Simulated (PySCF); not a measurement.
Distorted geometries of [PbI2]2+

[PbI2]2+ (singlet). PySCF 2.14.0, RKS TPSS, Pb def2-SVP with ECP60, I def2-SVP with ECP28; non-relativistic Hamiltonian with scalar-relativistic core potentials where named; density fitting; no spin-orbit coupling. Relaxed geometry:

```xyz
3

Pb    0.0000    0.0000    0.0000
I     0.0000    0.0000    2.6709
I     0.0000    0.0000   -2.6709
```

Task: Order these distorted geometries by energy above the relaxed one, lowest first.
A.
```xyz
3

Pb    0.1461    0.0819   -0.2013
I    -0.0133    0.0930    2.8141
I    -0.1329   -0.1749   -2.6128
```
B.
```xyz
3

Pb   -0.2419    0.0070    0.1082
I    -0.0112   -0.0018    2.5360
I     0.2532   -0.0052   -2.6442
```
C.
```xyz
3

Pb   -0.0033    0.0221    0.0312
I    -0.0165   -0.0248    2.6727
I     0.0198    0.0027   -2.7038
```

Result: C (0.02 eV), B (0.50 eV), A (0.79 eV).

Task: Which forces (eV/Å) act in the one that lies 0.79 eV up?

Result: 
```
Pb   0.29  0.37  5.60
I    0.13  0.02 -1.53
I   -0.41 -0.39 -4.06
```
Forces carry noise of the integration grid, about 0.01 to 0.03 eV/Å.

No frequency check is given that shows the relaxed geometry to be a minimum. The gap of the closed shell is small, and it wasn't tested for a lower spin-broken solution at this geometry.
